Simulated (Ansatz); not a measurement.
`Cl[CH2][GeH3]` → `[CH2]` (triplet) + `[Cl][GeH3]` at 298.15 K and 1 bar (formal loss of a carbene).

Computed with Ansatz on PBE0-D4/def2-TZVP structures; ΔE is electronic, products minus reactants. CBS: MP2 limit from def2 TZ/QZ plus the TZ coupled-cluster correction, frozen cores. This one scheme is used for every species. Triplets are unrestricted, without spin–orbit coupling. For Ge outer-core shells are correlated without core-valence functions, which leaves a few kJ/mol of doubt a bond. Scalar relativity is left out up to krypton.

```csv
species,CCSD(T)/CBS energy (Eh),H − E (kJ/mol),S (J/(mol·K))
`Cl[CH2][GeH3]`,-2576.93687,151.1,311.5
`[CH2]` (triplet),-39.09499,55.4,195.3
`[Cl][GeH3]`,-2537.71925,76.4,263.9
```

H − E and S are ideal-gas, rigid-rotor, harmonic terms from PBE0-D4/def2-TZVP, with the whole ground term of open shells counted as degenerate. 1 Eh = 2625.50 kJ/mol, R = 8.31446 J/(mol·K).

Problem. By hand: ΔE, ΔH, ΔS and ΔG.

Solution. ΔE = (-39.09499) + (-2537.71925) − (-2576.93687) = 0.12263 Eh = 322.0 kJ/mol. Δ(H − E) = 55.4 + 76.4 − 151.1 = -19.3, so ΔH = 302.7 kJ/mol. ΔS = 195.3 + 263.9 − 311.5 = 147.7 J/(mol·K). ΔG = 302.7 − 298.15 × (147.7)/1000 = 258.7 kJ/mol.

Problem. By hand: the equilibrium constant, and the temperature at which ΔG would vanish if ΔH and ΔS stayed fixed.

Solution. log₁₀ K = −ΔG/(RT ln 10) = -45.3. ΔG = 0 at ΔH/ΔS = 2049 K.

The number of gas molecules changes by +1, which sets the sign of ΔS. A doubt of 5 kJ/mol in ΔE shifts log₁₀ K by 0.9 here. A triplet takes part, so the spin changes. These are equilibria of isolated gas molecules and say nothing of rates. Largest T1 diagnostic: 0.011 (customary marks: 0.02 for closed shells, 0.045 for open ones).
